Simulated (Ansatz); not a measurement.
```yaml
crystal:
  periodic: [false, false, false]
  atoms:
    - {symbol: Be, position_ang: [0.725978, 0.506102, -0.660301]}
    - {symbol: Cl, position_ang: [1.806573, 1.072579, -2.007664]}
    - {symbol: F, position_ang: [-0.799564, -0.050704, -0.678970]}
    - {symbol: Be, position_ang: [-0.673966, -0.404798, 0.746334]}
    - {symbol: Cl, position_ang: [-2.018358, -1.098504, 1.812215]}
    - {symbol: F, position_ang: [0.782173, 0.164231, 0.774100]}
basis:
  gaussian: {orbitals: 6-31G}
total_charge: 1
magnetization: {spin_polarized: true, initial_magnetization: 1}
hamiltonian: {xc: {name: PBE-QIDH}}
scf: {lower_state_search: full}
```

```sh
$ ansatz run in.yaml --threads 4 --pin off --events-out ev --progress --plain --max-ram 3916MiB
```

Shortened log:

```
Functional definition: PBE-QIDH
681 factors; integrals over basis functions are off by at most 1.3e-4 eV
mean field evaluation 1: about -31240.8254 eV, gradient 3.9e1 eV
mean field evaluation 2: about -31241.1473 eV, gradient 3.9e1 eV
mean field evaluation 4: about -31246.0890 eV, gradient 7.2e0 eV
mean field evaluation 8: about -31246.4509 eV, gradient 1.1e0 eV
mean field evaluation 16: about -31246.5207 eV, gradient 2.4e-2 eV
mean field evaluation 32: about -31246.4986 eV, gradient 2.5e-1 eV
mean field evaluation 64: about -31246.2570 eV, gradient 1.1e0 eV
mean field evaluation 96: about -31246.4028 eV, gradient 9.5e-3 eV
mean field -31246.52080665 eV, -1148.2884599919 hartree, gradient 1.5e-6 eV, S^2 0.751300; 9 other end points of the search recorded, 0 dependent functions left out
12 core orbitals not correlated: weight in the atoms' cores, before any rotation towards them, 1.000 or more for the frozen orbitals, at most 0.000 for the correlated occupied ones
reference -31246.52081752 eV, -1148.2884603913 hartree; 18, 17 occupied and 32, 33 virtual orbitals, 681 factors
second order -11.24935506 eV of doubles, -0.00000000 eV of singles
Total energy: -31250.27060254 eV, -1148.4262624491 hartree
```

Run time 6.5 s (4 threads of Arm Neoverse V1 on a shared host).

Correlated methods freeze 12 core orbitals.
